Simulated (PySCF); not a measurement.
**Computed structure and properties of [TlF2]−**

System: [TlF2]− (singlet); start: displaced along the imaginary mode (C2v). Method: PySCF 2.14.0, RKS PBE0, Tl def2-SVP with ECP60, F def2-SVP; non-relativistic Hamiltonian with scalar-relativistic core potentials where named; density fitting; no spin-orbit coupling.

Input of the relaxation:

```python
mol = gto.M(atom='''
Tl     0.03640     0.02868     0.00000
F     -0.19638    -0.15471     2.30981
F     -0.19638    -0.15471    -2.30981''',
    basis={'Tl': 'def2-SVP', 'F': 'def2-SVP'},
    ecp={'Tl': 'def2-SVP'},
    charge=-1, spin=0)
mf = dft.RKS(mol, xc='PBE0')
mf.grids.atom_grid = (50, 194)
mf = mf.density_fit()  # fitting sets: Tl def2-universal-JKFIT, F def2-universal-JKFIT
mf.conv_tol = 1e-08; mf.max_cycle = 55
mf.kernel(dm0)  # dm0: converged density of the start geometry
# quasi-Newton relaxation in Cartesian coordinates to a largest gradient under 0.00045 Eh/bohr, steps kept in the point group
```

Run from Python with OMP_NUM_THREADS=2; the lines above give its settings. Where DIIS fails, smearing, a level shift and second-order steps follow.
It took 6.8 s on 2 threads of Arm Neoverse V1 (shared host), from the converged density of the start.

Course of the relaxation:

```json
{"step": "0", "energy above end (eV)": "0.8619", "largest force component within the symmetry (eV/Å)": "0.289"}
{"step": "1", "energy above end (eV)": "0.7294", "largest force component within the symmetry (eV/Å)": "0.445"}
{"step": "2", "energy above end (eV)": "0.5650", "largest force component within the symmetry (eV/Å)": "0.799"}
{"step": "3", "energy above end (eV)": "0.4207", "largest force component within the symmetry (eV/Å)": "1.154"}
{"step": "4", "energy above end (eV)": "0.2164", "largest force component within the symmetry (eV/Å)": "0.793"}
{"step": "5", "energy above end (eV)": "0.0202", "largest force component within the symmetry (eV/Å)": "0.395"}
{"step": "6", "energy above end (eV)": "0.0013", "largest force component within the symmetry (eV/Å)": "0.075"}
{"step": "7", "energy above end (eV)": "0.0002", "largest force component within the symmetry (eV/Å)": "0.009"}
{"step": "8", "energy above end (eV)": "0.0000", "largest force component within the symmetry (eV/Å)": "0.001"}
```

Relaxed geometry (C2v):

```xyz
3

Tl    0.6325    0.4983    0.0000
F    -0.4944   -0.3895    1.6268
F    -0.4944   -0.3895   -1.6268
```

| contact | Å |
| --- | --- |
| Tl1–F2 (F) | 2.169 |
| Tl1–F3 (F) | 2.169 |

On the finer grid (75, 302):

```yaml
HOMO: -1.14 eV
LUMO: 3.97 eV
Dipole_about_the_centre_of_mass: 4.45 D
Set_of_Mulliken_populations_of_Tl1_outside_the_core_potential: s 3.91, p 6.81, d 10.12
D3_BJ_dispersion_energy_not_in_the_energies: -0.025 eV
```

```tsv
atom	Mulliken (e)	Löwdin (e)	spin (e)
Tl1	0.15	-0.05	0.00
F2	-0.58	-0.48	0.00
F3	-0.58	-0.48	0.00
```

On the grid (50, 194), as all that follows. Harmonic modes: a minimum; lowest 151 cm⁻¹ (negative: unstable), highest 438 cm⁻¹, zero-point energy 0.063 eV.

Taking off one F (charge -1, singlet; the rest: singlet) in vacuum, both parts rigid, costs 3.47 eV; the small basis without counterpoise inflates it.

Rigid scan of F along the line from its metal:

```
distance to F2 (Å)  energy (eV)
              1.87        0.876
              1.97        0.324
              2.07        0.069
              2.17        0.000
              2.27        0.049
              2.37        0.166
              2.57        0.494
              2.87        1.015
              3.27        1.587
              3.77        2.086
```

One start shape was tried, so this needn't be the lowest isomer.
